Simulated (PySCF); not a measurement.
# Nuclear quadrupole coupling in `CC(C)N[SiH2]N[SiH3]`

Species: C₃H₁₄N₂Si₂.
Z-matrix (Å and degrees, GFN2-xTB geometry), rows numbered from 1:
```
C 
C   1  1.5285
C   2  1.5301  1  110.66
N   2  1.4440  1  109.67  3   124.00
Si  4  1.7147  2  123.41  1   154.26
N   5  1.7310  4  103.60  2  -176.47
Si  6  1.7240  5  127.62  4  -166.87
H   1  1.0885  2  110.20  3   -59.63
H   1  1.0868  2  109.98  3  -179.27
H   1  1.0869  2  110.59  3    60.44
H   2  1.0947  1  109.18  3  -119.58
H   3  1.0870  2  110.63  1   -58.40
H   3  1.0867  2  109.85  1  -178.68
H   3  1.0884  2  110.10  1    61.75
H   4  1.0107  2  111.01  1   -58.90
H   5  1.4684  4  105.95  2   -56.33
H   5  1.4687  4  118.02  2    66.99
H   6  1.0071  5  113.80  4    34.96
H   7  1.4611  6  107.47  5    56.94
H   7  1.4643  6  105.59  5   176.44
H   7  1.4684  6  112.49  5   -63.35
```

Field gradients from the PBE0/pcSseg-1 density (PySCF, non-relativistic), principal values in atomic units, ordered |Vxx| ≤ |Vyy| ≤ |Vzz|:

```csv
atom,Vxx,Vyy,Vzz
N4,0.3101,0.6868,-0.9969
N6,0.1828,0.5472,-0.7299
```

**Question.** Find the asymmetry η = (Vxx − Vyy)/Vzz and the couplings χ = eQV/h (234.96 MHz × Q in barn × V in au), with Q(14N) = 0.02044 b.

**Answer.** 
```tsv
atom	environment	nucleus	η	χzz (MHz)	χxx (MHz)	χyy (MHz)
N4	silicon-bound nitrogen	14N	0.38	-4.788	1.489	3.298
N6	nitrogen bridging silicon atoms	14N	0.50	-3.506	0.878	2.628
```

The tensor is traceless: Vxx + Vyy + Vzz = 0.

**Question.** What is Vzz at N6 in SI units (1 au = 9.71736 × 10²¹ V/m²)?

**Answer.** -0.7299 au = -7.093 × 10²¹ V/m².

**Question.** What couplings would deuterons (Q(2H) = 0.00286 b) have in place of the hydrogens, at this geometry?

**Answer.** 
| atom | bonded to | bond length (Å) | Vzz (au) | η | χzz (kHz) |
| --- | --- | --- | --- | --- | --- |
| H8 | C1 | 1.089 | 0.3140 | 0.03 | 211 |
| H9 | C1 | 1.087 | 0.3163 | 0.01 | 213 |
| H10 | C1 | 1.087 | 0.3170 | 0.02 | 213 |
| H11 | C2 | 1.095 | 0.2918 | 0.06 | 196 |
| H12 | C3 | 1.087 | 0.3170 | 0.02 | 213 |
| H13 | C3 | 1.087 | 0.3160 | 0.02 | 212 |
| H14 | C3 | 1.088 | 0.3142 | 0.02 | 211 |
| H15 | N4 | 1.011 | 0.4150 | 0.18 | 279 |
| H16 | Si5 | 1.468 | 0.1560 | 0.03 | 105 |
| H17 | Si5 | 1.469 | 0.1548 | 0.04 | 104 |
| H18 | N6 | 1.007 | 0.4340 | 0.14 | 292 |
| H19 | Si7 | 1.461 | 0.1631 | 0.03 | 110 |
| H20 | Si7 | 1.464 | 0.1607 | 0.04 | 108 |
| H21 | Si7 | 1.468 | 0.1568 | 0.02 | 105 |

Isolated species at its GFN2-xTB geometry (one conformer only). GFN2-xTB bond lengths can be off by several hundredths of an ångström, more for odd bonds, and the gradients follow them. A larger basis could move these couplings by a tenth or more.
